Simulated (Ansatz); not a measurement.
Reaction (ligand exchange at a Ge–C bond): `[CH3][GeH2][CH2]Br` + HI → `[CH3][GeH2][I]` + `CBr`

Isolated molecules relaxed with PBE0-D4/def2-TZVP in Ansatz; ΔE leaves out vibrations. CBS: MP2 limit from def2 TZ/QZ plus the TZ coupled-cluster correction, frozen cores. Functionals use def2-TZVPP. B3LYP here is the variant with VWN-RPA as its local correlation; programs differ in this. Elements past krypton have def2 core potentials. For Br, Ge, I outer-core shells are correlated without core-valence functions, which leaves a few kJ/mol of doubt a bond. Scalar relativity is left out up to krypton. Each species was taken in one conformer, which may not be the lowest.

Question: Is it downhill or uphill in electronic energy at CCSD(T)/CBS, and by how much? (Estimate.)

Answer: Ansatz gave: Downhill: ΔE = -24.9 kcal/mol.

Question: What do these levels give: r2SCAN-D4, PBE0-D4, B3LYP-D4, B3LYP, MP2/CBS(def2), CCSD/CBS(def2)? (An estimate is asked.)

Answer: The calculation gave: r2SCAN-D4 -26.1, PBE0-D4 -26.3, B3LYP-D4 -26.0, B3LYP -27.0, MP2/CBS(def2) -26.3, CCSD/CBS(def2) -25.4 kcal/mol.

Largest T1 diagnostic among the species: 0.009.

The D4 term adds +1.0 kcal/mol with B3LYP and +0.6 kcal/mol with PBE0; it sums over pairs of atoms, weighted by their polarisabilities, and B3LYP, whose exchange is more repulsive, gets the larger term. From PBE to PBE0 (25 % exact exchange), in def2-TZVPP and without D4, ΔE moves by −0.8 kcal/mol.
